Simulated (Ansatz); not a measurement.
The same molecule with X = O, S, Se. Ansatz, PBE0-D4/def2-TZVP geometries, multiplicity 1. Each molecule was computed in one conformer, which needn't be the lowest.

Scalar relativity is left out up to krypton.

```
 X                     molecule  mean X–Ge bond length / Å  mean X–H bond length / Å  LUMO energy (PBE/def2-TZVPP) / eV  LUMO energy (B3LYP/def2-TZVPP) / eV  size of the dipole moment (PBE/def2-TZVPP) / D
 S   `[SH][Ge]([Cl])([Cl])[Cl]`                      2.188                     1.346                              -2.93                                -2.28                                            1.38
Se  `[Cl][Ge]([Cl])([Cl])[SeH]`                      2.323                     1.470                              -3.06                                -2.45                                            1.56
```

Q: Give the row for X = O, `[OH][Ge]([Cl])([Cl])[Cl]`. (Best estimate.)

A: Computed: 
```tsv
X	molecule	mean X–Ge bond length / Å	mean X–H bond length / Å	LUMO energy (PBE/def2-TZVPP) / eV	LUMO energy (B3LYP/def2-TZVPP) / eV	size of the dipole moment (PBE/def2-TZVPP) / D
O	`[OH][Ge]([Cl])([Cl])[Cl]`	1.746	0.962	-2.68	-2.00	1.39
```

From O to Se the mean X–Ge bond length rises at each step, by 0.577 Å in all; the mean X–H bond length rises at each step, by 0.508 Å in all; the LUMO energy (PBE/def2-TZVPP) falls at each step, by 0.38 eV in all; the LUMO energy (B3LYP/def2-TZVPP) falls at each step, by 0.45 eV in all. Bonds lengthen as the atom grows down the group. Dipoles are sizes alone, and their direction can turn along the series.

B3LYP here is the variant with VWN-RPA as its local correlation; programs differ in this.
